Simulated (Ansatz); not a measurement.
Relaxation of C3H8S2Si (14 atoms, charge 0, multiplicity 1), to a largest force component of 0.02 eV/Å in at most 40 steps.

Computed with Ansatz 0.2.0, UKS PBE0/STO-3G.

```xyz
14
Properties=species:S:1:pos:R:3:forces:R:3
C -1.142 0.673 0.735 -1.08 3.35 -0.64
Si 0.344 -0.020 1.468 1.97 -0.24 3.52
C 1.341 -0.735 0.079 2.24 -0.03 1.53
S 0.316 -1.463 -1.135 -1.75 -1.60 -1.99
C -0.467 0.001 -1.931 -1.78 -0.05 2.16
S -0.740 1.492 -0.874 0.14 -0.25 0.09
H -1.567 1.500 1.380 0.47 -0.98 -0.73
H -1.942 -0.005 0.559 -0.99 -1.17 -0.01
H 1.141 1.032 2.237 -1.00 -1.11 -1.04
H -0.025 -1.061 2.484 0.36 0.72 -0.97
H 1.998 0.008 -0.376 0.19 0.36 0.03
H 2.048 -1.516 0.496 -0.99 0.68 -0.69
H -1.478 -0.249 -2.370 1.18 -0.46 0.37
H 0.160 0.313 -2.722 1.04 0.78 -1.65
```

Q: Where does it end, and by what steps?

A: The forces met the threshold. Limits of this set-up: minimal basis. After 5 steps the energy has fallen by 0.558 eV; H13 moved furthest, 0.11 Å.

```tsv
step	energy less start (eV)	largest force component (eV/Å)	accepted
0	0.0000	3.519	yes
1	-0.4750	1.045	yes
2	-0.5503	0.322	yes
3	-0.5570	0.102	yes
4	-0.5577	0.021	yes
5	-0.5579	0.011	yes
```

```xyz
14
Properties=species:S:1:pos:R:3
C -1.163 0.731 0.717
Si 0.363 -0.020 1.518
C 1.365 -0.739 0.098
S 0.282 -1.486 -1.164
C -0.464 0.016 -1.893
S -0.738 1.506 -0.877
H -1.583 1.525 1.347
H -1.954 -0.017 0.581
H 1.110 1.003 2.214
H 0.007 -1.062 2.455
H 2.016 0.021 -0.354
H 2.020 -1.544 0.453
H -1.420 -0.328 -2.325
H 0.146 0.365 -2.743
```

The run took 44 s on 1 thread of Arm Neoverse V1, on a shared host, peak memory 0.2 GiB.
